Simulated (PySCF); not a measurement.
C₂H₃O (SMILES C[C-]=O), charge -1, singlet, geometry from GFN2-xTB (in this run its highest filled SCF level lies above zero, so its values depend strongly on the basis, on diffuse functions most of all); PBE/STO-3G in PySCF.

PySCF was given this input:
```python
from pyscf import gto, scf, dft

mol = gto.M(
    atom='''
O     1.20222232    0.35798886    0.02041500
C    -0.02392463    0.67055660   -0.01272229
C    -0.96955705   -0.66523219   -0.00962122
H    -0.42231874   -1.62047315    0.01999328
H    -1.63707983   -0.62162665    0.85936536
H    -1.59748991   -0.65375760   -0.90861757
''',
    basis='sto-3g',
    charge=-1,
    verbose=4,
)

mf = dft.RKS(mol)
mf.xc = 'pbe'
mf.grids.atom_grid = (99, 590)
mf.grids.prune = None
mf.kernel()
```

Q: Predict the main parts of the log of this PySCF run.

A: 
```
PySCF version 2.14.0

[INPUT] verbose = 4
[INPUT] num. atoms = 6
[INPUT] num. electrons = 24
[INPUT] charge = -1
[INPUT] spin (= nelec alpha-beta = 2S) = 0
[INPUT] symmetry False subgroup None
[INPUT] Mole.unit = angstrom
[INPUT] Symbol           X                Y                Z      unit          X                Y                Z       unit  Magmom
[INPUT]  1 O      1.202222320000   0.357988860000   0.020415000000 AA    2.271870925639   0.676500901045   0.038578758833 Bohr   0.0
[INPUT]  2 C     -0.023924630000   0.670556600000  -0.012722290000 AA   -0.045210998332   1.267168325020  -0.024041643777 Bohr   0.0
[INPUT]  3 C     -0.969557050000  -0.665232190000  -0.009621220000 AA   -1.832197286641  -1.257106648345  -0.018181470784 Bohr   0.0
[INPUT]  4 H     -0.422318740000  -1.620473150000   0.019993280000 AA   -0.798066755871  -3.062250445711   0.037781823532 Bohr   0.0
[INPUT]  5 H     -1.637079830000  -0.621626650000   0.859365360000 AA   -3.093632522750  -1.174704120231   1.623965171338 Bohr   0.0
[INPUT]  6 H     -1.597489910000  -0.653757600000  -0.908617570000 AA   -3.018818416656  -1.235422815853  -1.717038359268 Bohr   0.0

nuclear repulsion = 60.4173371247625
number of shells = 12
number of NR pGTOs = 54
number of NR cGTOs = 18
basis = sto-3g
ecp = {}

******** <class 'pyscf.dft.rks.RKS'> ********
method = RKS
initial guess = minao
damping factor = 0
level_shift factor = 0
DIIS = <class 'pyscf.scf.diis.CDIIS'>
diis_start_cycle = 1
diis_space = 8
diis_damp = 0
SCF conv_tol = 1e-09
SCF conv_tol_grad = None
SCF max_cycles = 50
direct_scf = True
direct_scf_tol = 1e-13
XC library pyscf.dft.libxc version 7.1.2
    S. Lehtola, C. Steigemann, M. J. T. Oliveira, and M. A. L. Marques,  SoftwareX 7, 1–5 (2018)
XC functionals = pbe
    J. P. Perdew, K. Burke, and M. Ernzerhof,  Phys. Rev. Lett. 77, 3865 (1996)
    J. P. Perdew, K. Burke, and M. Ernzerhof,  Phys. Rev. Lett. 78, 1396 (1997)
    J. P. Perdew, K. Burke, and M. Ernzerhof,  Phys. Rev. Lett. 77, 3865 (1996)
    J. P. Perdew, K. Burke, and M. Ernzerhof,  Phys. Rev. Lett. 78, 1396 (1997)
radial grids:
    Treutler-Ahlrichs [JCP 102, 346 (1995); DOI:10.1063/1.469408] (M4) radial grids

becke partition: Becke, JCP 88, 2547 (1988); DOI:10.1063/1.454033
pruning grids: None
grids dens level: 3
symmetrized grids: False
atomic radii adjust function: <function treutler_atomic_radii_adjust>
User specified grid scheme (99, 590)
small_rho_cutoff = 0
Set gradient conv threshold to 3.16228e-05
Initial guess from minao.
tot grids = 350464
init E= -151.036973264694
  HOMO = -0.143492866047999  LUMO = -0.0260808749159083  gap/eV = 3.19494
cycle= 1 E= -150.710498356253  delta_E= 0.326  |g|= 0.52  |ddm|= 3.14
  HOMO = 0.492136925739169  LUMO = 0.56664025628155  gap/eV = 2.02734
cycle= 2 E= -149.936684240806  delta_E= 0.774  |g|=  1.8  |ddm|=  2.7
  HOMO = 0.409582188780187  LUMO = 0.486004267148664  gap/eV = 2.07955
cycle= 3 E= -150.812161918374  delta_E= -0.875  |g|= 0.158  |ddm|= 1.89
  HOMO = 0.377782380037581  LUMO = 0.456457605488001  gap/eV = 2.14086
cycle= 4 E= -150.819128721437  delta_E= -0.00697  |g|= 0.0711  |ddm|= 0.258
  HOMO = 0.371842959879856  LUMO = 0.448047214379695  gap/eV = 2.07362
cycle= 5 E= -150.82075198905  delta_E= -0.00162  |g|= 0.012  |ddm|= 0.117
  HOMO = 0.372831018530179  LUMO = 0.449349986263758  gap/eV = 2.08219
cycle= 6 E= -150.820794758225  delta_E= -4.28e-05  |g|= 0.0018  |ddm|= 0.0161
  HOMO = 0.37251833893178  LUMO = 0.449070812698435  gap/eV = 2.08310
cycle= 7 E= -150.820795979592  delta_E= -1.22e-06  |g|= 0.000135  |ddm|= 0.00381
  HOMO = 0.372515178611094  LUMO = 0.449065466408562  gap/eV = 2.08304
cycle= 8 E= -150.820795986432  delta_E= -6.84e-09  |g|= 2.09e-05  |ddm|= 0.000244
  HOMO = 0.372515309295141  LUMO = 0.449065638218334  gap/eV = 2.08304
cycle= 9 E= -150.820795986564  delta_E= -1.32e-10  |g|= 1.84e-06  |ddm|= 2.09e-05
  HOMO = 0.372515289157145  LUMO = 0.44906570983463  gap/eV = 2.08304
Extra cycle  E= -150.820795986557  delta_E= 7.22e-12  |g|= 5.37e-06  |ddm|= 7.62e-06
converged SCF energy = -150.820795986557
```
